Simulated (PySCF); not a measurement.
**C₆ coefficients of unlike pairs at UHF**

Calculated with PySCF 2.14 from the dipole response of each species, C₆(A,B) = (3/π) ∫ α_A(iu) α_B(iu) du, in atomic units, from isotropic polarisabilities. For ions this is the dispersion term alone; charge-induced terms of lower order in 1/R come first.

| species | configuration | basis | relativity | α (bohr³) | C₆ (like pair) |
| --- | --- | --- | --- | --- | --- |
| Pt²⁺ | [Xe] 4f14 5d8 (3F) | aug-cc-pVTZ-PP with ECP60MDF (6s6p5d3f2g) | core potential | 8.766 | 56.30 |
| Cl³⁺ | [Ne] 3s2 3p2 (3P) | dyall-acv3z (19s12p6d4f) | none | 4.514 | 12.34 |
| Ge²⁺ | [Ar] 3d10 4s2 (1S) | def2-TZVPPD (7s5p5d1f) | none | 12.53 | 49.27 |
| Cu | [Ar] 3d10 4s1 (2S) | x2c-TZVPPall with one added diffuse shell each of s, p, d, f type (7s6p5d3f1g) | spin-free X2C | 70.98 | 497.0 |

(1) Estimate C₆ for Ge²⁺ with Pt²⁺.

No spin-orbit coupling is included.

The other pairs:

| pair | C₆ |
| --- | --- |
| Cu, Pt²⁺ | 120.5 |
| Cu, Cl³⁺ | 59.84 |
| Cl³⁺, Pt²⁺ | 26.11 |
| Cu, Ge²⁺ | 139.4 |
| Ge²⁺, Cl³⁺ | 23.51 |

## Answers

(1) The integral gives 48.20. The combination rule 2 C_A C_B / (C_A α_B/α_A + C_B α_A/α_B) gives 48.26 and the geometric mean 52.67.
